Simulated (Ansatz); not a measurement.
Geometry optimisation, Ansatz 0.2.0, RKS PBE/def2-SVP.

Input:

```yaml
crystal:
  periodic: [false, false, false]
  atoms:
    - { symbol: Ge, position_ang: [-0.125169, -0.159355, -0.074852] }
    - { symbol: H, position_ang: [-0.051101, -0.13126, 1.47393] }
    - { symbol: Cl, position_ang: [1.927556, -0.30459, -0.798645] }
    - { symbol: H, position_ang: [-0.790772, 1.095608, -0.667416] }
    - { symbol: H, position_ang: [-0.840877, -1.458819, -0.52736] }
    - { symbol: F, position_ang: [0.960335, 2.096724, 1.360949] }
    - { symbol: H, position_ang: [1.149528, 1.268591, 1.743394] }
basis:
  gaussian: { orbitals: def2-SVP }
hamiltonian:
  xc: pbe
relax:
  f_tol: 0.03
  max_steps: 50
```

Run as:

```bash
$ ansatz run input.yaml --threads 2 --pin off --max-ram 3072MiB --backend cpu --events-out ev --progress --plain --runs-dir out
```

Where does it end, and by what steps?

The forces met the threshold. After 11 steps the energy has fallen by 0.258 eV; H7 moved furthest, 0.87 Å.

| step | energy less start (eV) | largest force component (eV/Å) | accepted |
| --- | --- | --- | --- |
| 0 | 0.0000 | 0.415 | yes |
| 1 | -0.0358 | 0.368 | yes |
| 2 | -0.0010 | 1.791 | no |
| 3 | -0.0471 | 0.439 | yes |
| 4 | -0.0561 | 0.810 | yes |
| 5 | -0.0675 | 0.679 | yes |
| 6 | -0.1033 | 1.064 | yes |
| 7 | -0.1607 | 0.221 | yes |
| 8 | -0.1626 | 0.205 | yes |
| 9 | -0.2058 | 1.060 | yes |
| 10 | -0.2363 | 0.778 | yes |
| 11 | -0.2578 | 0.027 | yes |

```xyz
7
Properties=species:S:1:pos:R:3
Ge -0.274 -0.228 0.009
H -0.582 -0.377 1.511
Cl 1.936 -0.201 -0.195
H -0.793 1.083 -0.613
H -0.716 -1.471 -0.802
F 1.020 2.077 1.531
H 1.637 1.525 1.070
```

Run time: 17 s on 2 threads of Arm Neoverse V1, on a shared host, peak memory 0.12 GiB.
